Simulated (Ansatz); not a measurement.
# Cost against result

The pair of H$_{2}$S (SMILES S, atoms 1–3) and AsH$_{3}$ (SMILES [AsH3], atoms 4–7), both closed shells, in one local arrangement (a lower one may exist), relaxed at PBE0-D4/def2-TZVP:

```
atom    x (Å)    y (Å)    z (Å)
  S1   0.7755  -0.2710  -2.2408
  H2  -0.3274  -1.0327  -2.2964
  H3   0.0542   0.8561  -2.1448
 As4  -0.4642   0.4515   1.2597
  H5   1.0418   0.5800   1.4146
  H6  -0.6863   0.4828   2.7673
  H7  -0.3934  -1.0667   1.2403
```

Interaction energies are counterpoise-corrected; the time is that of the whole pair.

Program: Ansatz 0.2.0. Basis: as named in each row. Cores are frozen in the correlated methods. Filled d shells of the heavier atoms are correlated. The def2 sets are not built for correlating such inner shells, so the correlated values are less sure here. B3LYP uses VWN-RPA correlation. Extrapolation: Hartree–Fock as exp(−7.88 √X), correlation as X^−2.97.

Times are rough, for one single point on 2 threads of a shared host (Arm Neoverse V2).

The estimate by CCSD(T) at an estimated basis limit (MP2 extrapolated from triple and quadruple zeta, plus CCSD(T) − MP2 in triple zeta) is -5.2 kJ/mol.

| method | basis | time (s) | interaction energy (kJ/mol) | method less estimate |
| --- | --- | --- | --- | --- |
| HF | STO-3G | under 1 | 2.7 | 7.8 |
| PBE-D4 | STO-3G | under 1 | -3.6 | 1.5 |
| SPW92 | def2-SVP | under 1 | -9.8 | -4.7 |
| PBE-D4 | def2-SVP | under 1 | -7.4 | -2.3 |
| B3LYP-D4 | 6-31G | under 1 | -6.8 | -1.6 |
| PBE0-D4 | def2-SVP | under 1 | -7.1 | -2.0 |
| CCSD(T) | def2-SVP | 1 | -0.6 | 4.5 |
| PBE-D4 | def2-TZVPPD | 2 | -6.9 | -1.8 |
| revPBE-D4 | def2-TZVPPD | 2 | -5.8 | -0.6 |
| BLYP-D4 | def2-TZVPPD | 2 | -5.5 | -0.3 |
| PBE0-D4 | def2-TZVPPD | 2 | -6.4 | -1.2 |
| B3LYP-D4 | def2-TZVPPD | 3 | -5.8 | -0.6 |
| HSE06-D4 | def2-TZVPPD | 3 | -6.4 | -1.3 |
| wB97M-V | def2-SVP | 3 | -5.6 | -0.4 |
| r2SCAN-D4 | def2-TZVPPD | 4 | -5.1 | 0.0 |
| B2PLYP | def2-TZVPPD | 4 | -1.3 | 3.9 |
| wB97X-V | def2-TZVPPD | 6 | -5.3 | -0.2 |
| wB97M-V | def2-TZVPPD | 8 | -5.4 | -0.2 |
| B97M-V | def2-TZVPPD | 8 | -5.6 | -0.4 |
| MP2 | def2-QZVPPD | 12 | -5.6 | -0.4 |
| CCSD(T) | def2-TZVPPD | 46 | -3.7 | 1.5 |

T1 diagnostic: at most 0.012.
